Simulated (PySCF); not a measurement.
A survey of ²⁹Si NMR shifts

- GIAO PBE0/pcSseg-1 shieldings
- geometry from GFN2-xTB
- code: PySCF
- fast rotation and ring inversion assumed for equivalent nuclei, single conformer, non-relativistic, no solvent model

Shieldings were converted by a linear fit to measured shifts: ²⁹Si (scatter 8.9 ppm rms, 25.8 ppm with the 6 outliers that the fit left out vs TMS, solution or neat liquid). Occasional misses reach two or three times the rms, and more in compound classes unlike the fitted ones.

**Question.** Give the ²⁹Si shifts of `CCN[SiH2][C@H](C)C=O`.

**Answer.** 
```tsv
compound	environment	δ (ppm)
CCN[SiH2][C@H](C)C=O	silicon bonded to C, N, 2 H	-23.2
```

**Question.** Order these by ²⁹Si shift, lowest first.
A. C/C=C/[Si@H](NC)OC
B. CC(C)S[Si](O)(O)O
C. CO[SiH2]CS(C)(=O)=O
D. CN[C@H]1C=CSC[SiH2]1
E. C=C[Si]1(SC)CNC1

**Answer.** D (-62.8 ppm, silicon bonded to 2 C, 2 H, in a 6-membered ring), B (-43.4 ppm, silicon bonded to 3 O, S), A (-31.6 ppm, silicon bonded to C, N, O, H), C (-18.7 ppm, silicon bonded to C, O, 2 H), E (15.2 ppm, silicon bonded to 3 C, S, in a 4-membered ring).
